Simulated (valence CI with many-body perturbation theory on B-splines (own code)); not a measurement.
**E1 transitions of Yb XL**

Calculated by configuration interaction combined with many-body perturbation theory (CI+MBPT): three valence electrons over a frozen Dirac-Fock core [Ar] 3d10, a basis of 11 s, 11 p, 10 d, 8 f, 5 g, 2 h functions for each j, with the one-electron correlation potential Σ1, the two-electron term Σ2, the three-electron term Σ3, Breit, model QED; selected CI, second order for the rest, scaled by the run's own slope (own B-spline code, finite nucleus).

The last digits are not significant, and no measured levels were compared; by estimate large intervals hold to a few tenths of a per cent, small ones and those within an open d or f shell to about a per cent.

Lines 201 to 250 of 545 in falling wavelength, among levels below 707.34 eV, chosen from the strongest by gf and those to the six lowest levels. Wavelengths and rates use the calculated energies. Electric multipoles are in the length gauge, E1 and E2 with the static RPA response of the core. Weak lines are less certain than strong ones. Lines between different terms over intervals too small for the method are left out, as are lines whose strength nearly cancels. Where a level lies close to another of its J and parity, the split of strength between their lines is uncertain. The highest levels of a list are the least certain.

Levels are named by their leading jj configuration (3d3/2^4 stands for four electrons in 3d with j = 3/2), which in mixed levels can hold well under half, so a name can repeat and another be missing. Letters in brackets count levels of one name in rising energy.

```
λ vac (Å)                          Upper                          Lower   A (s⁻¹)  log gf  Branch %
    75.41     (4s 4d3/2 4f5/2) J=5/2 [c]     (4s 4d3/2 4d5/2) J=5/2 [a]  6.03e+10   -0.51       5.8
    75.36      (4p1/2 4p3/2^2) J=3/2 [b]         (4s 4p1/2 4p3/2) J=1/2  4.60e+11    0.19      56.4
    75.34     (4s 4p3/2 4f7/2) J=5/2 [b]         (4s 4p3/2 4d5/2) J=3/2  5.68e+11    0.46      57.7
    75.23  (4p3/2 4d3/2 4d5/2) J=5/2 [c]     (4s 4p3/2 4f5/2) J=7/2 [a]  1.49e+11   -0.12      16.7
    75.16          (4p3/2 4d5/2^2) J=7/2      (4p3/2^2 4d5/2) J=7/2 [a]  1.59e+11    0.03      36.6
    75.15     (4s 4p3/2 4f5/2) J=3/2 [b]         (4s 4p3/2 4d5/2) J=1/2  2.02e+11   -0.17      16.8
    75.13    (4s 4d5/2 4f7/2) J=11/2 [b]             (4s 4d5/2^2) J=9/2  5.20e+11    0.72      52.1
    75.10      (4p3/2^2 4d5/2) J=5/2 [b]            (4p3/2^3) J=3/2 [b]  8.15e+11    0.62      55.4
    75.09         (4s 4p3/2 4f7/2) J=7/2             (4s^2 4f7/2) J=7/2  2.77e+11    0.27      43.8
    75.08      (4p3/2^2 4d3/2) J=1/2 [b]     (4s 4p3/2 4d3/2) J=1/2 [b]  5.45e+11   -0.04      35.5
    75.06     (4s 4d3/2 4d5/2) J=5/2 [b]     (4s 4p3/2 4d3/2) J=3/2 [a]  9.06e+10   -0.34       9.2
    75.01          (4p3/2^2 4d5/2) J=1/2            (4p3/2^3) J=3/2 [a]  3.86e+11   -0.19      58.4
    75.01      (4p3/2^2 4d5/2) J=7/2 [b]     (4s 4p3/2 4d5/2) J=7/2 [a]  3.60e+11    0.38      50.0
    75.00  (4p1/2 4p3/2 4f7/2) J=7/2 [b]  (4p1/2 4p3/2 4d5/2) J=7/2 [a]  5.08e+10   -0.47       7.4
    74.96     (4s 4d3/2 4d5/2) J=5/2 [b]     (4s 4p3/2 4d3/2) J=5/2 [a]  1.53e+11   -0.11      15.5
    74.96         (4s 4p3/2 4f7/2) J=7/2     (4s 4p3/2 4d5/2) J=5/2 [a]  2.58e+11    0.24      40.9
    74.96  (4p3/2 4d3/2 4d5/2) J=5/2 [b]     (4s 4d3/2 4d5/2) J=3/2 [b]  2.33e+11    0.07      23.9
    74.86             (4s 4d5/2^2) J=7/2     (4s 4p3/2 4d5/2) J=7/2 [b]  2.01e+11    0.13      17.2
    74.84     (4s 4p3/2 4f5/2) J=7/2 [b]             (4s^2 4f5/2) J=5/2  9.50e+10   -0.20      12.6
    74.82          (4p1/2 4p3/2^2) J=1/2     (4s 4p1/2 4p3/2) J=3/2 [b]  3.25e+11   -0.26      71.3
    74.80  (4p1/2 4p3/2 4f7/2) J=7/2 [a]         (4s 4p1/2 4f5/2) J=7/2  8.85e+10   -0.23      16.6
    74.80  (4p1/2 4p3/2 4d5/2) J=5/2 [c]          (4p1/2 4p3/2^2) J=5/2  8.63e+10   -0.36       9.1
    74.78          (4p3/2 4d5/2^2) J=9/2     (4s 4p3/2 4f7/2) J=9/2 [a]  1.03e+11   -0.06      12.4
    74.77             (4s 4d5/2^2) J=1/2         (4s 4p3/2 4d5/2) J=1/2  2.81e+11   -0.33      29.0
    74.76        (4s 4p3/2 4f7/2) J=11/2         (4s 4p3/2 4d5/2) J=9/2  2.71e+11    0.44     100.0
    74.75     (4s 4p3/2 4f7/2) J=9/2 [b]     (4s 4p3/2 4d5/2) J=7/2 [a]  4.37e+11    0.56      63.9
    74.74            (4p3/2^3) J=3/2 [a]             (4s^2 4d3/2) J=3/2  9.43e+10   -0.50      19.0
    74.67     (4s 4d5/2 4f5/2) J=7/2 [b]     (4s 4p3/2 4f5/2) J=7/2 [a]  1.93e+11    0.11      18.8
    74.62             (4s^2 4d5/2) J=5/2             (4s^2 4p3/2) J=3/2  4.74e+11    0.38     100.0
    74.59      (4p1/2 4p3/2 4f5/2) J=7/2     (4s 4p1/2 4f5/2) J=5/2 [a]  1.37e+11   -0.04      24.0
    74.57    (4s 4d5/2 4f7/2) J=11/2 [b]        (4s 4p3/2 4f7/2) J=11/2  8.60e+10   -0.07       8.6
    74.57  (4p1/2 4p3/2 4f5/2) J=3/2 [a]     (4s 4p1/2 4f5/2) J=5/2 [b]  1.30e+11   -0.36      18.2
    74.56          (4p3/2^2 4f5/2) J=7/2     (4s 4p3/2 4f5/2) J=5/2 [a]  1.04e+11   -0.16      10.1
    74.54      (4p1/2 4p3/2 4f5/2) J=1/2         (4s 4p1/2 4f5/2) J=3/2  2.07e+11   -0.46      40.8
    74.53         (4s 4p3/2 4d5/2) J=3/2             (4s^2 4d5/2) J=5/2  3.38e+11    0.05      45.7
    74.52     (4s 4p1/2 4p3/2) J=3/2 [b]             (4s^2 4p1/2) J=1/2  2.31e+11   -0.11      94.1
    74.49     (4s 4d3/2 4f7/2) J=7/2 [b]     (4s 4d3/2 4d5/2) J=7/2 [a]  1.31e+11   -0.06      13.8
    74.49          (4p3/2 4d3/2^2) J=1/2             (4s 4d3/2^2) J=3/2  2.12e+11   -0.45      14.1
    74.47      (4p1/2 4p3/2^2) J=3/2 [a]     (4s 4p1/2 4p3/2) J=3/2 [a]  2.02e+11   -0.17      69.9
    74.28     (4s 4p3/2 4d5/2) J=7/2 [b]             (4s^2 4d5/2) J=5/2  8.49e+11    0.75      97.9
    74.23         (4s 4p1/2 4f5/2) J=3/2         (4s 4p1/2 4d3/2) J=1/2  2.23e+11   -0.13      40.3
    74.22          (4p3/2^2 4d5/2) J=3/2     (4s 4p3/2 4d5/2) J=5/2 [b]  2.67e+11   -0.06      20.6
    74.21      (4p3/2^2 4d3/2) J=3/2 [b]             (4s^2 4f5/2) J=5/2  2.14e+11   -0.15      30.8
    74.21     (4s 4p3/2 4f5/2) J=5/2 [b]             (4s^2 4f5/2) J=5/2  2.08e+11    0.01      21.7
    74.20             (4s 4d5/2^2) J=9/2         (4s 4p3/2 4d5/2) J=9/2  1.64e+11    0.13      24.9
    74.17          (4p1/2^2 4p3/2) J=3/2             (4s 4p1/2^2) J=1/2  1.50e+11   -0.31      61.7
    74.15      (4p1/2 4p3/2^2) J=3/2 [b]     (4s 4p1/2 4p3/2) J=3/2 [b]  1.38e+11   -0.34      17.0
    74.14  (4p1/2 4p3/2 4f5/2) J=5/2 [b]     (4s 4p1/2 4f5/2) J=5/2 [b]  6.29e+10   -0.51      11.4
    74.01  (4p1/2 4p3/2 4f5/2) J=5/2 [a]     (4s 4p1/2 4f5/2) J=5/2 [a]  1.05e+11   -0.28      16.4
    73.97  (4p1/2 4p3/2 4d5/2) J=3/2 [a]     (4s 4p1/2 4d5/2) J=5/2 [a]  1.04e+11   -0.47      18.7
```
